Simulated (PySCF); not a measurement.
Solvent effects on NMR parameters

Molfile (atoms numbered from 1):
```
C8H9N
     RDKit          3D

 18 19  0  0  0  0  0  0  0  0999 V2000
   -2.1099    0.4566    1.1341 C   0  0  0  0  0  0  0  0  0  0  0  0
   -0.7328    0.3506    0.9612 C   0  0  0  0  0  0  0  0  0  0  0  0
   -0.2271   -0.0572   -0.2803 C   0  0  0  0  0  0  0  0  0  0  0  0
    1.2225   -0.1966   -0.5536 C   0  0  0  0  0  0  0  0  0  0  0  0
    2.2231    0.7496    0.0630 C   0  0  0  0  0  0  0  0  0  0  0  0
    2.1744   -0.6674    0.5181 C   0  0  0  0  0  0  0  0  0  0  0  0
   -1.1678   -0.3341   -1.2779 C   0  0  0  0  0  0  0  0  0  0  0  0
   -2.5257   -0.1949   -0.9980 C   0  0  0  0  0  0  0  0  0  0  0  0
   -3.0017    0.1920    0.1817 N   0  0  0  0  0  0  0  0  0  0  0  0
   -2.5119    0.7748    2.1034 H   0  0  0  0  0  0  0  0  0  0  0  0
   -0.0678    0.5867    1.7958 H   0  0  0  0  0  0  0  0  0  0  0  0
    1.4450   -0.5304   -1.5710 H   0  0  0  0  0  0  0  0  0  0  0  0
    3.0614    1.0741   -0.5587 H   0  0  0  0  0  0  0  0  0  0  0  0
    1.8313    1.5254    0.7270 H   0  0  0  0  0  0  0  0  0  0  0  0
    1.7482   -0.8863    1.5012 H   0  0  0  0  0  0  0  0  0  0  0  0
    2.9777   -1.3449    0.2178 H   0  0  0  0  0  0  0  0  0  0  0  0
   -0.8430   -0.6569   -2.2703 H   0  0  0  0  0  0  0  0  0  0  0  0
   -3.2665   -0.4102   -1.7774 H   0  0  0  0  0  0  0  0  0  0  0  0
  1  2  1  0
  2  3  2  0
  3  4  1  0
  4  5  1  0
  5  6  1  0
  3  7  1  0
  7  8  2  0
  8  9  1  0
  9  1  2  0
  6  4  1  0
  1 10  1  0
  2 11  1  0
  4 12  1  0
  5 13  1  0
  5 14  1  0
  6 15  1  0
  6 16  1  0
  7 17  1  0
  8 18  1  0
M  END
```

GIAO PBE0/pcSseg-1 in PySCF 2.14 on one PBE0-D3(BJ)/def2-SVP conformer, non-relativistic, equivalent nuclei averaged. Solvents enter as an IEF-PCM continuum (chloroform with ε = 4.7, acetone with ε = 20.5) around the gas-phase geometry. Shifts are referred to TMS computed in the same medium.

Gas phase, δ in ppm: C3 159.0, C1/C8 155.5, C2/C7 124.3, C4 17.2, C5/C6 15.0, H10/H18 8.60, H11/H17 6.75, H12 1.50, H13/H16 1.14, H14/H15 0.73. Dipole moment 3.08 D.

Problem. How does each δ change in the continuum?

Solution. 
```csv
atoms,environment,"Δδ, chloroform","Δδ, acetone"
C3,substituted aromatic carbon,+3.2,+4.4
C1/C8,aromatic CH next to a ring nitrogen,+0.5,+0.7
C2/C7,aromatic CH,+2.0,+2.8
C4,three-membered-ring carbon,+0.5,+0.7
C5/C6,three-membered-ring carbon,+0.7,+1.0
H10/H18,hydrogen on an aromatic CH next to a ring nitrogen,-0.01,-0.01
H11/H17,hydrogen on an aromatic CH,+0.29,+0.40
H12,hydrogen on a three-membered-ring carbon,+0.21,+0.29
H13/H16,hydrogen on a three-membered-ring carbon,+0.12,+0.16
H14/H15,hydrogen on a three-membered-ring carbon,+0.09,+0.13
```

Changes are relative to the gas phase. The dipole moment becomes 3.86 D in chloroform, 4.13 D in acetone.

Problem. Which nuclei move most (in ppm), and what does the model miss?

Solution. C3 (substituted aromatic carbon, +4.4 ppm) in acetone. A continuum only polarises the solute; specific hydrogen bonds, the anisotropy of aromatic solvents and changes of geometry or conformer are outside it.
